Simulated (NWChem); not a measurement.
Molecule: Si2H4OCl2; SMILES O[SiH2][SiH](Cl)Cl

```xyz
9

O      0.4066     2.8079     0.0910
Si    -0.8268     1.7130    -0.2516
Si    -0.0706    -0.3687     0.5425
Cl    -1.0514    -1.9647    -0.3637
Cl     1.9485    -0.3407    -0.0501
H      1.2943     2.4395    -0.0818
H     -1.1032     1.5413    -1.7239
H     -2.0616     2.2032     0.4412
H     -0.0760    -0.6147     2.0226
```
Atoms are numbered in this order, from 1.

Results from NWChem. Coordinates come from a PBE-D3(BJ)/def2-SVP optimisation. Solvent water, SMD (1 M gas to 1 M solution), gas-phase geometry. Reactions with the solvent are ignored.

**Question.** Estimate the computed values for PBE0/STO-3G. Quantities: solvation free energy (kcal/mol); cavity-dispersion-structure term (kcal/mol); dipole in solution (D).

**Answer.** 
```json
{
  "solvation free energy (kcal/mol)": "-3.0",
  "cavity-dispersion-structure term (kcal/mol)": "2.8",
  "dipole in solution (D)": "2.78"
}
```
